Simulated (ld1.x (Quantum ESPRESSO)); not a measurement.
**arsenic: ultrasoft pseudisation with LDA (PZ), scalar-relativistic reference atom.**

The input file (ld1.x (Quantum ESPRESSO) 7.5):

```
&input
   title='As', zed=33., rel=1, dft='PZ', iswitch=3,
   config='[Ar] 3d10 4s1.75 4p3.25 4d-2',
   nld=3, rlderiv=1.90, eminld=-3.0, emaxld=5.0, deld=0.02
 /
 &inputp
   pseudotype=3, tm=.true., lloc=-1, rcloc=1.20,
   nlcc=.false.,
   which_augfun='PSQ', rmatch_augfun=1.35,
   file_pseudopw='As.UPF', file_wfcaegen='ae.wfc', file_wfcncgen='nc.wfc', file_beta='beta', file_chi='chi', file_wfcusgen='us.wfc'
 /
6
4S  1  0   1.75   0.00  1.55  1.65  0.0
4S  1  0   0.00   2.55  1.55  1.65  0.0
4P  2  1   3.25   0.00  1.35  1.55  0.0
4P  2  1   0.00   0.75  1.35  1.55  0.0
4D  3  2  -2.00   0.15  1.65  1.75  0.0
4D  3  2  -2.00   1.85  1.65  1.75  0.0
 &test
   configts(1)='4s1.75 4p3.25'
 /
```

Command:

```bash
ld1.x < As.in > As.out
```

The program printed (shortened: banner, matrices, multipoles, cross overlaps and the repeated all-electron block are left out):

```
Program LD1 v.7.5
     --------------------------- All-electron run ----------------------------

     As
     scalar relativistic calculation

     atomic number is 33.00
     dft =PZ   lsd =0 sic =0 latt =0  beta=0.20 tr2=1.0E-14
     Exchange-correlation= PZ
                           (   1   1   0   0   0   0   0)
     mesh =1209 r(mesh) =  99.83237 a.u. xmin = -7.00 dx = 0.01250
     1 Ry =  13.60569312 eV, c = 137.03599908

     n l     nl                  e(Ry)          e(Ha)          e(eV)
     1 0     1S 1( 2.00)      -859.8775      -429.9388    -11699.2300
     2 0     2S 1( 2.00)      -109.1283       -54.5641     -1484.7658
     2 1     2P 1( 6.00)       -95.7983       -47.8991     -1303.4020
     3 0     3S 1( 2.00)       -13.9594        -6.9797      -189.9268
     3 1     3P 1( 6.00)        -9.8371        -4.9185      -133.8404
     3 2     3D 1(10.00)        -3.0363        -1.5182       -41.3110
     4 0     4S 1( 1.75)        -1.0974        -0.5487       -14.9315
     4 1     4P 1( 3.25)        -0.4050        -0.2025        -5.5109

     final scf error:  2.5E-15 reached in  30 iterations

     Etot =   -4515.328964 Ry,   -2257.664482 Ha,  -61434.180235 eV

     Ekin =    4600.599680 Ry,    2300.299840 Ha,   62594.347424 eV
     Encl =  -10889.211125 Ry,   -5444.605562 Ha, -148155.264914 eV
     Eh   =    1934.257086 Ry,     967.128543 Ha,   26316.908328 eV
     Exc  =    -160.974605 Ry,     -80.487302 Ha,   -2190.171073 eV

     normalization and overlap integrals

     s(1S/1S) =  1.000000  <r> =   0.0456  <r2> =    0.0028  r(max) =   0.0299
     s(2S/2S) =  1.000000  <r> =   0.2031  <r2> =    0.0486  r(max) =   0.1701
     s(2P/2P) =  1.000000  <r> =   0.1774  <r2> =    0.0385  r(max) =   0.1358
     s(3S/3S) =  1.000000  <r> =   0.5995  <r2> =    0.4144  r(max) =   0.5239
     s(3P/3P) =  1.000000  <r> =   0.6180  <r2> =    0.4491  r(max) =   0.5239
     s(3D/3D) =  1.000000  <r> =   0.6785  <r2> =    0.5828  r(max) =   0.4740
     s(4S/4S) =  1.000000  <r> =   1.9251  <r2> =    4.2754  r(max) =   1.5936
     s(4P/4P) =  1.000000  <r> =   2.5260  <r2> =    7.5741  r(max) =   1.9709

     ------------------------ End of All-electron run ------------------------

     --------------------- Generating US pseudopotential ---------------------

      Generating local potential from pseudized AE potential:
      Matching radius rcloc =   1.2000

      Local pseudo, rcloc= 1.195 Estimated cut-off energy=    17.18 Ry
      Wfc-us  4S rcutus= 1.654  Estimated cut-off energy=    16.41 Ry
      Wfc-us  4S rcutus= 1.654  Estimated cut-off energy=    23.99 Ry
      Wfc-us  4P rcutus= 1.535  Estimated cut-off energy=    30.28 Ry
      Wfc-us  4P rcutus= 1.535  Estimated cut-off energy=    31.72 Ry
      Wfc-us  4D rcutus= 1.739  Estimated cut-off energy=    33.70 Ry
      Wfc-us  4D rcutus= 1.739  Estimated cut-off energy=    35.68 Ry

     Q pseudized with Bessel functions
     Expected ecutrho=     214.8704 due to l1=  2   l2=  2

     ------------------- End of pseudopotential generation -------------------

     Computing logarithmic derivative in   1.91030
     Computing logarithmic derivative in   1.91030
     Computing the partial wave expansion
     R is outside the sphere for l=    0 j= 0.00
     R is outside the sphere for l=    0 j= 0.00
     R is outside the sphere for l=    1 j= 0.00
     R is outside the sphere for l=    1 j= 0.00
     R is outside the sphere for l=    2 j= 0.00
     R is outside the sphere for l=    2 j= 0.00

     ---------------------- Testing the pseudopotential ----------------------

     As
     scalar relativistic calculation

     atomic number is 33.00   valence charge is  5.00
     dft =PZ   lsd =0 sic =0 latt =0  beta=0.20 tr2=1.0E-14
     mesh =1209 r(mesh) =  99.83237 xmin = -7.00 dx = 0.01250

     n l     nl             e AE (Ry)        e PS (Ry)    De AE-PS (Ry)
     1 0     4S   1( 1.75)       -1.09745       -1.09745        0.00001
     2 1     4P   1( 3.25)       -0.40505       -0.40505       -0.00000

     eps = 1.3E-15  iter =  3

     Etot =   -4515.328964 Ry,   -2257.664482 Ha,  -61434.180235 eV
     Etotps =   -12.223172 Ry,      -6.111586 Ha,    -166.304733 eV

     Ekin =       4.168554 Ry,       2.084277 Ha,      56.716066 eV
     Encl =     -28.244156 Ry,     -14.122078 Ha,    -384.281323 eV
     Ehrt =       9.830837 Ry,       4.915418 Ha,     133.755345 eV
     Ecxc =      -2.778866 Ry,      -1.389433 Ha,     -37.808401 eV
     Epseu=       4.800460 Ry,       2.400230 Ha,      65.313581 eV

     ---------------------- End of pseudopotential test ----------------------
```

Note: ghost state, extra bound levels that the all-electron valence spectrum of the same l lacks: d at -31.9 eV. A true bound ghost makes a file unfit for plane-wave use.

Generation and configuration tests took about 1.8 s on one core of a shared server CPU.

Transferability test of the new file with ld1.x, input:

```
&input
   title='As', zed=33., rel=1, dft='PZ', iswitch=2,
   config='[Ar] 3d10 4s1.75 4p3.25 4d-2'
 /
 &test
   file_pseudo='As.UPF', nconf=10,
   configts(1)='4s1.75 4p3.25',
   configts(2)='4s2 4p3',
   configts(3)='4s2 4p2',
   configts(4)='4s2 4p1',
   configts(5)='4s1 4p4',
   configts(6)='4s2 4p3.3',
   configts(7)='4s1 4p0',
   configts(8)='4s2 4p0',
   configts(9)='4s1.75 4p3.25', lsdts(9)=1,
   configts(10)='4s2 4p3', lsdts(10)=1
 /
```

```bash
ld1.x < As.test.in > As.test.out
```

Pseudopotential blocks of its output, shortened (energy terms left out):

```
     ---------------------- Testing the pseudopotential ----------------------

     n l     nl             e AE (Ry)        e PS (Ry)    De AE-PS (Ry)
     1 0     4S   1( 1.75)       -1.09745       -1.09745        0.00001
     2 1     4P   1( 3.25)       -0.40505       -0.40505       -0.00000

     eps = 1.3E-15  iter =  3

     Etot =   -4515.328964 Ry,   -2257.664482 Ha,  -61434.180235 eV
     Etotps =   -12.223172 Ry,      -6.111586 Ha,    -166.304733 eV

     ---------------------- End of pseudopotential test ----------------------

          ---------------------- Testing the pseudopotential ----------------------

     n l     nl             e AE (Ry)        e PS (Ry)    De AE-PS (Ry)
     1 0     4S   1( 2.00)       -1.08063       -1.08105        0.00043
     2 1     4P   1( 3.00)       -0.39303       -0.39296       -0.00007

     eps = 3.7E-17  iter =  9

     Etot =   -4515.501452 Ry,   -2257.750726 Ha,  -61436.527055 eV
     Etotps =   -12.395740 Ry,      -6.197870 Ha,    -168.652638 eV
     dEtot_ae =      -0.172488 Ry
     dEtot_ps =      -0.172568 Ry,   Delta E=       0.000080 Ry

     ---------------------- End of pseudopotential test ----------------------

          ---------------------- Testing the pseudopotential ----------------------

     n l     nl             e AE (Ry)        e PS (Ry)    De AE-PS (Ry)
     1 0     4S   1( 2.00)       -1.73510       -1.73544        0.00034
     2 1     4P   1( 2.00)       -0.99552       -0.99502       -0.00050

     eps = 4.4E-15  iter =  8

     Etot =   -4514.816057 Ry,   -2257.408029 Ha,  -61427.201784 eV
     Etotps =   -11.710478 Ry,      -5.855239 Ha,    -159.329171 eV
     dEtot_ae =       0.512907 Ry
     dEtot_ps =       0.512694 Ry,   Delta E=       0.000212 Ry

     ---------------------- End of pseudopotential test ----------------------

          ---------------------- Testing the pseudopotential ----------------------

     n l     nl             e AE (Ry)        e PS (Ry)    De AE-PS (Ry)
     1 0     4S   1( 2.00)       -2.48256       -2.48158       -0.00098
     2 1     4P   1( 1.00)       -1.68735       -1.68529       -0.00206

     eps = 7.9E-15  iter =  7

     Etot =   -4513.481142 Ry,   -2256.740571 Ha,  -61409.039328 eV
     Etotps =   -10.376478 Ry,      -5.188239 Ha,    -141.179180 eV
     dEtot_ae =       1.847823 Ry
     dEtot_ps =       1.846694 Ry,   Delta E=       0.001128 Ry

     ---------------------- End of pseudopotential test ----------------------

          ---------------------- Testing the pseudopotential ----------------------

     n l     nl             e AE (Ry)        e PS (Ry)    De AE-PS (Ry)
     1 0     4S   1( 1.00)       -1.14564       -1.14386       -0.00178
     2 1     4P   1( 4.00)       -0.43953       -0.43965        0.00012

     eps = 7.9E-16  iter = 11

     Etot =   -4514.804494 Ry,   -2257.402247 Ha,  -61427.044451 eV
     Etotps =   -11.699326 Ry,      -5.849663 Ha,    -159.177438 eV
     dEtot_ae =       0.524470 Ry
     dEtot_ps =       0.523847 Ry,   Delta E=       0.000624 Ry

     ---------------------- End of pseudopotential test ----------------------

          ---------------------- Testing the pseudopotential ----------------------

     n l     nl             e AE (Ry)        e PS (Ry)    De AE-PS (Ry)
     1 0     4S   1( 2.00)       -0.90892       -0.90930        0.00038
     2 1     4P   1( 3.30)       -0.23542       -0.23539       -0.00003

     eps = 5.9E-15  iter =  7

     Etot =   -4515.595388 Ry,   -2257.797694 Ha,  -61437.805118 eV
     Etotps =   -12.489673 Ry,      -6.244837 Ha,    -169.930663 eV
     dEtot_ae =      -0.266424 Ry
     dEtot_ps =      -0.266501 Ry,   Delta E=       0.000077 Ry

     ---------------------- End of pseudopotential test ----------------------

          ---------------------- Testing the pseudopotential ----------------------

     n l     nl             e AE (Ry)        e PS (Ry)    De AE-PS (Ry)
     1 0     4S   1( 1.00)       -4.22207       -4.18392       -0.03815  !
     2 1     4P   1( 0.00)       -3.30341       -3.27207       -0.03134  !

     eps = 3.1E-15  iter =  7

     Etot =   -4507.663458 Ry,   -2253.831729 Ha,  -61329.885714 eV
     Etotps =    -4.581232 Ry,      -2.290616 Ha,     -62.330842 eV
     dEtot_ae =       7.665506 Ry
     dEtot_ps =       7.641940 Ry,   Delta E=       0.023566 Ry

     ---------------------- End of pseudopotential test ----------------------

          ---------------------- Testing the pseudopotential ----------------------

     n l     nl             e AE (Ry)        e PS (Ry)    De AE-PS (Ry)
     1 0     4S   1( 2.00)       -3.29733       -3.29060       -0.00672  !
     2 1     4P   1( 0.00)       -2.44402       -2.43638       -0.00765  !

     eps = 3.8E-15  iter =  9

     Etot =   -4511.420230 Ry,   -2255.710115 Ha,  -61380.999204 eV
     Etotps =    -8.319533 Ry,      -4.159767 Ha,    -113.193014 eV
     dEtot_ae =       3.908734 Ry
     dEtot_ps =       3.903639 Ry,   Delta E=       0.005094 Ry

     ---------------------- End of pseudopotential test ----------------------

          ---------------------- Testing the pseudopotential ----------------------

     n l     nl             e AE (Ry)        e PS (Ry)    De AE-PS (Ry)
     1 0     4S   1( 1.00)       -1.14490       -1.15586        0.01095  !
     2 1     4P   1( 3.00)       -0.45001       -0.45533        0.00532  !
     1 0     4S   2( 0.75)       -0.99883       -0.96542       -0.03341  !
     2 1     4P   2( 0.25)       -0.31486       -0.29640       -0.01846  !

     eps = 6.0E-15  iter = 10

     Etot =   -4515.427961 Ry,   -2257.713981 Ha,  -61435.527158 eV
     Etotps =   -12.341124 Ry,      -6.170562 Ha,    -167.909541 eV
     dEtot_ae =      -0.098997 Ry
     dEtot_ps =      -0.117951 Ry,   Delta E=       0.018954 Ry

     ---------------------- End of pseudopotential test ----------------------

          ---------------------- Testing the pseudopotential ----------------------

     n l     nl             e AE (Ry)        e PS (Ry)    De AE-PS (Ry)
     1 0     4S   1( 1.00)       -1.12438       -1.13323        0.00885  !
     2 1     4P   1( 3.00)       -0.43605       -0.43976        0.00371
     1 0     4S   2( 1.00)       -0.98387       -0.95494       -0.02893  !
     2 1     4P   2( 0.00)       -0.30100       -0.28416       -0.01684  !

     eps = 4.3E-15  iter = 10

     Etot =   -4515.598786 Ry,   -2257.799393 Ha,  -61437.851342 eV
     Etotps =   -12.508587 Ry,      -6.254293 Ha,    -170.187995 eV
     dEtot_ae =      -0.269821 Ry
     dEtot_ps =      -0.285414 Ry,   Delta E=       0.015593 Ry

     ---------------------- End of pseudopotential test ----------------------
```
